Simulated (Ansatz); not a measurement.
Consider the ligand exchange at a B–O bond: `FB(Cl)[O][InH2]` + `N=C=O` → `O=C=NB(F)Cl` + `[OH][InH2]`.

Calculated with Ansatz (gas phase, PBE0-D4/def2-TZVP geometries, no zero-point term in ΔE). CCSD(T)/CBS is the MP2 limit (def2-TZVPP, def2-QZVPP) plus CCSD(T) − MP2 in def2-TZVPP, frozen cores. This one scheme is used for every species. Functionals use def2-TZVPP. B3LYP here is the variant with VWN-RPA as its local correlation; programs differ in this. Elements past krypton have def2 core potentials. For In outer-core shells are correlated without core-valence functions, which leaves a few kJ/mol of doubt a bond. Each species was taken in one conformer, which may not be the lowest.

CCSD(T)/CBS gives +58.6 kJ/mol.

(1) Another level gave +59.4 kJ/mol. Which?
A. BLYP/def2-TZVPP
B. HF/def2-TZVPP
C. B3LYP/def2-TZVPP
D. BHLYP/def2-TZVPP

(2) What do rigid-rotor, harmonic-oscillator terms from PBE0-D4/def2-TZVP frequencies (298.15 K, 1 bar) make of the CCSD(T)/CBS value? (Best estimate.)

Largest T1 diagnostic among the species: 0.018.

Answers

(1) D. BHLYP 59.4, B3LYP 54.2, BLYP 50.0, HF/def2-TZVPP 65.3 kJ/mol.

(2) Ansatz gave: ΔZPE = +3.6 kJ/mol, ΔH = +60.2 kJ/mol, ΔS = -17 J/(mol·K), ΔG = +65.1 kJ/mol. Modes under 50 cm⁻¹ make the entropy rough.

From PBE to PBE0 (25 % exact exchange), in def2-TZVPP and without D4, ΔE moves by +4.9 kJ/mol. Leaving LDA and LC-ωPBE aside and taking each functional with its dispersion term where it has one, the values, not all of them listed here, spread over 14.0 kJ/mol, from revPBE-D4 to BHLYP-D4.

CCSD(T)/CBS has its own doubt, a few kJ/mol and more with outer-core shells, so smaller differences from it don't rank the levels.
